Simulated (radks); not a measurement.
Task: Radial electron density D(r) = 4 pi r^2 rho(r) of an atom or ion with 54 electrons. All-electron calculation, scalar-relativistic Kohn-Sham, BLYP, spin-polarised, spherical densities, finite nucleus; Fermi nuclear charge, rms radius of each element as measured or else 0.836 A^(1/3) + 0.57 fm. Program: a radial shooting solver on a logarithmic mesh with Libxc functionals.

| r (bohr) | D(r) (e/bohr) | spin D(r) |
|---|---|---|
| 0.001778 | 5.554 | -0.00000697 |
| 0.002448 | 9.300 | -0.0000116 |
| 0.003399 | 15.33 | -0.0000191 |
| 0.00468 | 24.03 | -0.0000297 |
| 0.006497 | 36.08 | -0.0000442 |
| 0.008947 | 49.92 | -0.0000596 |
| 0.01242 | 63.08 | -0.0000670 |
| 0.0171 | 70.05 | -0.0000228 |
| 0.02374 | 68.01 | 0.000302 |
| 0.0327 | 62.01 | 0.00196 |
| 0.04539 | 65.39 | 0.00964 |
| 0.06251 | 82.20 | 0.0376 |
| 0.08678 | 90.97 | 0.121 |
| 0.1195 | 74.92 | 0.283 |
| 0.1659 | 65.68 | 0.444 |
| 0.2285 | 76.95 | 0.340 |
| 0.3171 | 58.54 | 0.0164 |
| 0.4368 | 28.06 | 0.272 |
| 0.6063 | 28.54 | 1.22 |
| 0.8349 | 23.75 | 1.37 |
| 1.15 | 10.54 | 0.642 |
| 1.596 | 6.395 | 0.159 |
| 2.198 | 4.161 | 0.100 |
| 3.051 | 1.429 | 0.135 |
| 4.202 | 0.3301 | 0.137 |
| 5.833 | 0.1219 | 0.112 |
| 8.033 | 0.07413 | 0.0740 |
| 11.15 | 0.03369 | 0.0337 |
| 15.36 | 0.009092 | 0.00909 |
| 21.32 | 0.001117 | 0.00112 |

What is the nuclear charge?

Result: Z = 54. The innermost maximum, from 1s, lies near gamma/Z bohr with gamma = sqrt(1 - (Z/c)^2) = 0.919, here 0.017 bohr (found: 0.0187), and its height grows with Z. The density is that of neutral xenon in [Kr] 4d9 5s2 5p6 5d1; the configuration itself is not fixed sharply by these data, and Z only to a few units. D(r) has 4 maxima, at r = 0.0187, 0.0821, 0.236, 0.662 bohr, and minima at 0.0363, 0.156, 0.492 bohr, inside which lie 1.98, 11.18, 28.94 electrons.
